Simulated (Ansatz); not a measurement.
`CC(=O)SC12CC3CC(CC(C3)C1)C2`. Charge 0, multiplicity 1. Geometry PBE0-D4/def2-SVP; atoms count from 1.

| atom | x (Å) | y (Å) | z (Å) |
| --- | --- | --- | --- |
| C1 | -2.814 | -3.010 | -2.207 |
| C2 | -2.092 | -1.796 | -1.676 |
| O3 | -2.386 | -0.667 | -1.977 |
| S4 | -0.775 | -2.243 | -0.564 |
| C5 | -0.050 | -0.643 | -0.024 |
| C6 | -1.077 | 0.215 | 0.723 |
| C7 | -0.392 | 1.486 | 1.239 |
| C8 | 0.184 | 2.271 | 0.056 |
| C9 | 1.217 | 1.409 | -0.677 |
| C10 | 2.344 | 1.028 | 0.287 |
| C11 | 1.763 | 0.240 | 1.464 |
| C12 | 0.736 | 1.105 | 2.201 |
| C13 | 1.081 | -1.030 | 0.942 |
| C14 | 0.540 | 0.138 | -1.203 |
| H15 | -3.262 | -3.578 | -1.377 |
| H16 | -3.599 | -2.679 | -2.898 |
| H17 | -2.112 | -3.680 | -2.726 |
| H18 | -1.497 | -0.364 | 1.562 |
| H19 | -1.904 | 0.474 | 0.047 |
| H20 | -1.138 | 2.104 | 1.767 |
| H21 | -0.625 | 2.561 | -0.634 |
| H22 | 0.653 | 3.203 | 0.413 |
| H23 | 1.630 | 1.972 | -1.530 |
| H24 | 2.854 | 1.935 | 0.655 |
| H25 | 3.103 | 0.424 | -0.238 |
| H26 | 2.572 | -0.050 | 2.155 |
| H27 | 0.328 | 0.556 | 3.067 |
| H28 | 1.223 | 2.012 | 2.598 |
| H29 | 1.812 | -1.672 | 0.422 |
| H30 | 0.671 | -1.617 | 1.781 |
| H31 | 1.272 | -0.495 | -1.732 |
| H32 | -0.260 | 0.392 | -1.913 |

Question: Estimate the Mulliken populations of the heavy atoms from the PBE0/def2-SVP orbitals of Ansatz.

Answer: 
```
atom  charge (e)
  C1       -0.04
  C2        0.03
  O3       -0.23
  S4       -0.01
  C5       -0.54
  C6        0.16
  C7       -0.19
  C8        0.07
  C9       -0.19
 C10        0.07
 C11       -0.18
 C12        0.07
 C13        0.14
 C14        0.16
```
Mulliken values and Mayer orders depend strongly on the basis.

Question: And the Mayer bond orders between bonded heavy atoms (over 0.3)?

Answer: C1–C2 0.99 (1.51 Å); C2–O3 1.99 (1.20 Å); C2–S4 1.06 (1.78 Å); S4–C5 1.00 (1.84 Å); C5–C6 0.96 (1.53 Å); C5–C13 0.99 (1.54 Å); C5–C14 0.95 (1.53 Å); C6–C7 1.04 (1.53 Å); C7–C8 1.04 (1.53 Å); C7–C12 1.04 (1.53 Å); C8–C9 1.04 (1.53 Å); C9–C10 1.04 (1.53 Å); C9–C14 1.04 (1.53 Å); C10–C11 1.04 (1.53 Å); C11–C12 1.04 (1.53 Å); C11–C13 1.05 (1.53 Å).
